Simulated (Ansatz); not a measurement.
A structure relaxed at PBE0-D4/def2-TZVP, charge 0, multiplicity 1:

Cartesian coordinates in Å:
```
N 0.071 -0.796 -1.440
C 0.478 0.155 -0.735
Cl 1.673 1.340 -1.275
Si -0.196 0.381 1.023
O -1.262 -0.838 1.243
H 0.482 -0.847 -2.372
H -0.842 1.711 1.109
H 0.940 0.309 1.972
H -1.343 -1.414 0.475
```

(1) Give its formula and SMILES.

(2) Point group (tolerance 0.08 Å, 0.16 Å for H)?

(3) Summarise the bond lengths by kind.

Results:

(1) CH4ClNOSi, `N=C(Cl)[SiH2]O`.

(2) Cs.

(3) 1 × C–N 1.252 Å; 1 × H–N 1.020 Å; 1 × C–Cl 1.768 Å; 1 × C–Si 1.896 Å; 1 × O–Si 1.635 Å; 2 × H–Si 1.482 Å; 1 × H–O 0.964 Å.

Results of the Gaussian-basis code of Ansatz.
